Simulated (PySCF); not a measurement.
An unknown is described by computed data only.

Formula: C7H9ClN; charge +1.

| Property | Result |
| --- | --- |
| 13C NMR | chemical shifts (computed TMS as zero) by class: 191.2 (1 C), 154.1 (1 C), 151.6 (1 C), 142.5 (1 C), 131.1 (1 C), 28.5 (1 C), 14.4 (1 C) ppm [GIAO HF/pcSseg-1] |
| NMR, other nuclei | isotropic shieldings of nuclei other than C and H, by class: 66 (1 N), 801 (1 Cl) ppm [GIAO HF/pcSseg-1] |
| Polarisability | 96.2 au [CAM-B3LYP/def2-SVPD] |
| Rotational structure | rotational constants A, B, C: 1.831, 1.307, 0.814 GHz [PBE0-D3(BJ)/def2-SVP] |
| UV, first state | lowest singlet excitation: 4.98 eV (249 nm, f = 0.076) [TDDFT CAM-B3LYP/def2-SVPD] |
| UV, strongest line | among the 10 lowest singlet transitions: S5 at 6.46 eV (192 nm, f = 0.331) [TDDFT CAM-B3LYP/def2-SVPD] |
| Valence photoelectron | vertical ionisation energy: 14.29 eV [ΔSCF CAM-B3LYP/def2-SVPD] |

Gas-phase values; electronic properties from PySCF, density fitting. Levels stand in brackets. One conformer (not necessarily the lowest) at the PBE0-D3(BJ)/def2-SVP geometry, without solvent, vibrations or thermal averaging. NMR classes are plain means over equivalent atoms (diastereotopic ones count apart unless rotation or inversion swaps them), as if these changed places fast.

Problem. Give a SMILES that accounts for the data.

Solution. Numbering: `[CH3:1][CH2:2][c:3]1[cH:4][cH:5][nH+:6][cH:7][c:8]1[Cl:9]`. 7 carbons fall into 7 classes; from least to most shielded: substituted aromatic carbon [C3] (191.2 ppm), aromatic CH next to a ring nitrogen [C7] (154.1 ppm), aromatic CH next to a ring nitrogen [C5] (151.6 ppm), aromatic C–Cl carbon [C8] (142.5 ppm), aromatic CH carbon [C4] (131.1 ppm), benzylic-type carbon [C2] (28.5 ppm), methyl carbon [C1] (14.4 ppm). The other shieldings belong to: 66 ppm, pyridinium-type nitrogen [N6]; 801 ppm, aryl chlorine [Cl9]. S1 is mainly HOMO→LUMO (weight 0.89); the largest Löwdin shares of the orbital it empties are 0.40 on the aryl chlorine, 0.18 on the aromatic C–Cl carbon, 0.13 on an aromatic CH next to a ring nitrogen and 0.09 on an aromatic CH next to a ring nitrogen, of the orbital it fills 0.23 on the substituted aromatic carbon, 0.19 on the pyridinium-type nitrogen, 0.15 on an aromatic CH next to a ring nitrogen and 0.14 on an aromatic CH next to a ring nitrogen. The optimised geometry has point group C1 and is an asymmetric top. Structure: `CCc1cc[nH+]cc1Cl`. The assignments are read from this structure; whether some other isomer fits the data as well wasn't checked.

The values belong to the conformer `[CH3:1][CH2:2][c:3]1[cH:4][cH:5][nH+:6][cH:7][c:8]1[Cl:9]`: C1–C2–C3–C4 96°.
